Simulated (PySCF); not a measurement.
# State search for SiPb⁺

Unrestricted PBE0; PySCF, scalar-relativistic core potentials, basis sets Si def2-SVPD, Pb def2-SVPD with ECP60. Outer shells of the fragments: Si 3s2 3p2; Pb+ 5d10 6s2 6p1.

Followed along the bond (rough minima from three points):

| 2Ms+1 | unpaired | ⟨S²⟩ at the start | R at minimum (Å) | Te (eV) |
| --- | --- | --- | --- | --- |
| 4 | σ ↑, π ↑↑ | 3.75 | 2.64 | 0.00 |
| 2 | σ ↓, π ↑↑ | 1.77 | 2.63 | 0.38 |
| 2 | σ ↑, π ↑↓ | 1.76 | 2.64 | 0.40 |
| 2 | π ↑ | 0.75 | 2.83 | 0.42 |
| 2 | σ ↑ | 0.78 | 2.67 | 1.02 |

Solutions found at the starting distance of 2.610 Å, counted from the lowest of them; the search is not exhaustive and high or unbound solutions are not listed, so other states can lie among these:

```tsv
2Ms+1	unpaired	term	E (eV)	⟨S²⟩	⟨Lz²⟩	μ (D)
4	σ ↑, π ↑↑	⁴Σ⁻	0.00	3.75	0.00	-2.26
2	σ ↓, π ↑↑	mixed	0.38	1.77	0.00	-2.30
2	σ ↑, π ↑↓	mixed	0.40	1.76	2.01	-2.35
2	π ↑	²Π	0.59	0.75	1.00	-2.55
2	σ ↑	mixed	1.03	0.78	2.00	-2.67
2	π ↑	²Π	1.68	0.92	1.01	-2.41
```

A term symbol is given only where ⟨S²⟩ and ⟨Lz²⟩ are close to those of a pure state; real π, δ and φ orbitals otherwise mix terms. A positive dipole points towards Pb; it is taken about the centre of mass and depends on that origin.

Spin–orbit coupling is left out, which matters for elements this heavy, above all for dissociation energies.
